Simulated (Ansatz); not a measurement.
Relaxation of a periodic cell of 18 atoms, H4SO (packed as 3 SH2 + 3 H2O, density as packed 0.96 g/cm³ with natural masses), to a largest force component of 0.3 eV/Å in at most 15 steps.

Level of theory: DFT r2SCAN-D3(BJ), scalar-relativistic, plane waves, PAW in Ansatz. Settings: cutoff 500 eV, k mesh 1x1x1, fermi-dirac smearing 0.02 eV, no spin polarisation.

```xyz
18
Lattice="6.4633 0.0000 0.0000 0.0000 6.4633 0.0000 0.0000 0.0000 6.4633" Properties=species:S:1:pos:R:3
S 0.251 0.935 6.285
H 0.279 1.932 5.391
H 0.271 -0.016 5.343
S 4.714 5.145 3.909
H 3.397 5.276 3.698
H 4.555 4.828 5.201
S 3.345 -0.245 0.855
H 3.408 0.644 1.855
H 3.531 0.687 -0.089
O 3.170 2.584 2.983
H 2.854 1.756 3.374
H 2.379 3.142 2.945
O 4.785 2.634 5.304
H 5.612 3.113 5.464
H 5.044 1.911 4.714
O 0.030 1.898 3.222
H -0.175 2.566 2.551
H 0.172 1.088 2.710
```

Question: Where does it end, and by what steps?

Answer: It converged. The threshold is loose, so the end isn't yet a minimum. The force dipped under the threshold on the way, but the program's further checks kept it going. Limits of this set-up: coarse k mesh. After 14 steps the energy has fallen by 2.242 eV; H14 moved furthest, 1.40 Å.

```json
{"step": "0", "energy less start (eV)": "0.0000", "largest force component (eV/Å)": "0.979", "accepted": "yes"}
{"step": "1", "energy less start (eV)": "-0.6231", "largest force component (eV/Å)": "0.486", "accepted": "yes"}
{"step": "2", "energy less start (eV)": "-0.9291", "largest force component (eV/Å)": "1.010", "accepted": "yes"}
{"step": "3", "energy less start (eV)": "-1.2058", "largest force component (eV/Å)": "1.011", "accepted": "yes"}
{"step": "4", "energy less start (eV)": "-1.4551", "largest force component (eV/Å)": "0.794", "accepted": "yes"}
{"step": "5", "energy less start (eV)": "-1.6731", "largest force component (eV/Å)": "1.027", "accepted": "yes"}
{"step": "6", "energy less start (eV)": "-1.8476", "largest force component (eV/Å)": "0.664", "accepted": "yes"}
{"step": "7", "energy less start (eV)": "-1.9396", "largest force component (eV/Å)": "0.990", "accepted": "yes"}
{"step": "8", "energy less start (eV)": "-2.0505", "largest force component (eV/Å)": "0.286", "accepted": "yes"}
{"step": "9", "energy less start (eV)": "-2.0505", "largest force component (eV/Å)": "0.289", "accepted": "yes"}
{"step": "10", "energy less start (eV)": "-2.0883", "largest force component (eV/Å)": "1.058", "accepted": "yes"}
{"step": "11", "energy less start (eV)": "-2.1128", "largest force component (eV/Å)": "1.340", "accepted": "yes"}
{"step": "12", "energy less start (eV)": "-2.1906", "largest force component (eV/Å)": "0.629", "accepted": "yes"}
{"step": "13", "energy less start (eV)": "-2.2246", "largest force component (eV/Å)": "0.384", "accepted": "yes"}
{"step": "14", "energy less start (eV)": "-2.2416", "largest force component (eV/Å)": "0.200", "accepted": "yes"}
```

```xyz
18
Lattice="6.4633 0.0000 0.0000 0.0000 6.4633 0.0000 0.0000 0.0000 6.4633" Properties=species:S:1:pos:R:3
S 1.122 0.787 5.416
H 0.410 1.227 4.355
H 1.320 -0.420 4.867
S 4.899 5.509 4.162
H 3.922 4.631 3.856
H 5.052 5.005 5.401
S 3.849 0.020 1.291
H 3.319 0.979 2.077
H 3.535 0.678 0.164
O 2.787 2.809 3.353
H 2.540 2.240 4.102
H 1.994 2.795 2.797
O 4.648 2.588 5.730
H 5.238 1.947 6.144
H 4.824 2.483 4.787
O -0.246 2.180 2.551
H -0.833 2.946 2.533
H -0.759 1.472 2.131
```

Whether the end is a true minimum wasn't checked by a vibrational analysis.

Run time: 2.3 min on 1 thread of AMD EPYC 9R14 (Zen 4), on a shared host, peak memory 0.86 GiB.
